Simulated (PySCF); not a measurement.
**RbSb⁺: energy against distance**

Set-up: Rb def2-SVPD with ECP28, Sb def2-SVPD with ECP28; scalar-relativistic core potentials (PySCF 2.14). Energies in eV from Rb⁺ + Sb in their ground configurations at the same level. All curves are PBE0. state 1: ⁴Σ⁻ (quartet), unpaired electrons σ ↑, π ↑↑; state 2: Ms = 0.5 determinant of mixed spin (⟨S²⟩ near 1.8), unpaired electrons σ ↓, π ↑↑, a second solution, started from another occupation; state 3: Ms = 0.5 determinant of mixed spin (⟨S²⟩ near 1.8), unpaired electrons σ ↑, π ↑↓, a mixture of terms (⟨Lz²⟩ = 2.0), a second solution, started from another occupation; state 4: ²Π (doublet), unpaired electrons π ↑, a second solution, started from another occupation.

```
R (Å)  state 1  state 2  state 3  state 4
3.478  -0.0696   0.5813   0.5907   1.1899
3.640  -0.1246   0.5231   0.5342   1.1138
3.801  -0.1516   0.4938   0.5061   1.0835
3.923  -0.1600   0.4842   0.4970   1.0806
4.044  -0.1618   0.4816   0.4948   1.0892
4.165  -0.1590   0.4841   0.4973   1.1056
4.327  -0.1509   0.4922   0.5053   1.1352
4.529  -0.1371   0.5068   0.5194   1.1785
4.772  -0.1188   0.5266   0.5383   1.2331
5.095  -0.0956   0.5522   0.5624   1.3022
```

Task: Put a parabola through the three lowest points of the state 1 curve and estimate Re, k and ωe (reduced mass 49.88 u; 1 eV/Å² = 0.16022 mdyn/Å; ωe = 1302.8·√(k/μ) cm⁻¹).

Result: Through R = 3.923, 4.044, 4.165 Å the second-order coefficient is 0.157 eV/Å², so Re ≈ 4.031 Å, k ≈ 0.0503 mdyn/Å and ωe ≈ 41 cm⁻¹. A polynomial fit of higher order to the unrounded PBE0 energies gives Re = 4.023 Å, k = 0.0521 mdyn/Å, ωe = 42.1 cm⁻¹; anharmonicity and rounding make the difference.

The higher-order fit for each curve: state 1: Re = 4.023 Å, ωe = 42.1 cm⁻¹, De = 0.162 eV; state 2: Re = 4.038 Å, ωe = 42.9 cm⁻¹, minimum 0.482 eV above the ground-state fragments; state 3: Re = 4.032 Å, ωe = 42.3 cm⁻¹, minimum 0.495 eV above the ground-state fragments; state 4: Re = 3.887 Å, ωe = 68.4 cm⁻¹, minimum 1.08 eV above the ground-state fragments.

The bond is weak. Basis-set superposition, not corrected here, can be much of De in a small basis, most of all at correlated wavefunction levels. These are scalar-relativistic numbers at best; spin–orbit coupling would shift them, the dissociation energy most. For an ion De counts to the pair picked by the measured ionisation energies or electron affinities, which need not be the lowest pair at this level. The state is the lowest determinant that a PBE0 search found; another state may lie lower at other levels.
